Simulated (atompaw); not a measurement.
## Before and after: PAW (atompaw) potential for gadolinium

* Element: Gd
* Generator: atompaw 4.2.0.5
* Type: PAW
* Functional: LDA (PW92)
* Relativity: scalar-relativistic
* Frozen core: [Xe] 4f7
* Valence charge: 3
* Reference configuration: 5d1 6s2 6p0
* Partial waves: 6s (bound): rc 3.00 bohr; 6s channel at 0.15 Ry: rc 3.00 bohr; 6p (bound, empty): rc 3.00 bohr; 6p channel at 0.25 Ry: rc 3.00 bohr; 5d (bound): rc 3.00 bohr; 5d channel at 3.1 Ry: rc 3.00 bohr; 5f channel at -0.05 Ry: rc 3.00 bohr; 5f channel at 0.7 Ry: rc 3.00 bohr
* Local potential: troulliermartins scheme with l = 4 at 0 Ry, radius 2.85 bohr
* Core correction: smooth core density matched at 1.65 bohr
* Augmentation charge: besselshape compensation charge, radius 2.90 bohr; PAW radius 3.00 bohr; waves and projectors: custom polynom2 7 10 vanderbiltortho

All-electron outer shells of the reference configuration (LDA (PW92), scalar-relativistic, ld1.x):

```json
{"shell": "5p", "level (eV)": "-27.37", "outermost node (bohr)": "0.70", "outermost maximum (bohr)": "1.35"}
{"shell": "4f", "level (eV)": "-8.90", "outermost node (bohr)": "–", "outermost maximum (bohr)": "0.56"}
{"shell": "6s", "level (eV)": "-4.27", "outermost node (bohr)": "1.60", "outermost maximum (bohr)": "3.33"}
{"shell": "5d", "level (eV)": "-2.69", "outermost node (bohr)": "0.79", "outermost maximum (bohr)": "1.97"}
{"shell": "6p", "level (eV)": "-1.39", "outermost node (bohr)": "1.92", "outermost maximum (bohr)": "4.55"}
```

Change: reference 5d1 6s1 6p0; removed wave 5f channel at 0.7 Ry: rc 3.00 bohr.

Cutoffs: the cutoffs (Ry, on a coarse ladder) from which the occupation-weighted sum of valence levels, in a spherical-Bessel basis at the reference potential, stays within 10 and 1 mRy of its value at 400 Ry; they do not see the model core or the augmentation charge, which bear on the density cutoff.

Problem. What does the change do?

Solution. The potential gets neither clearly harder nor softer (10 Ry and 21 Ry → 10 Ry and 21 Ry); the bound ghosts move from f, p, s to p, s; the range in which the d phases agree narrows (upper end at the end of the scan → 1.6).

| quantity | base | changed |
| --- | --- | --- |
| cutoff, loose | 10 Ry | 10 Ry |
| cutoff, tight | 21 Ry | 21 Ry |
| bound ghosts | p, s, f | p, s |
| s: phases at 3.00 bohr within 0.05 rad from the reference energy up to (Ry; the scan ends near 5) | 3.4 | 3.2 |
| p: phases at 3.00 bohr within 0.05 rad from the reference energy up to (Ry; the scan ends near 5) | to the end of the scan | 4.8 |
| d: phases at 3.00 bohr within 0.05 rad from the reference energy up to (Ry; the scan ends near 5) | to the end of the scan | 1.6 |
| f: phases at 3.00 bohr within 0.05 rad from the reference energy up to (Ry; the scan ends near 5) | 1.2 | 0.3 |
| lowest overlap eigenvalue by channel | s 0.40, p 0.76, d 0.84, f 1.00 | s 0.40, p 0.74, d 0.83, f 1.00 |

 A true bound ghost makes a file unfit for plane-wave use even where its test errors are small: the radial tests pick states by their node count and pass the ghost by. The cutoffs see the waves, projectors and local potential, not the compensation charge or the core.
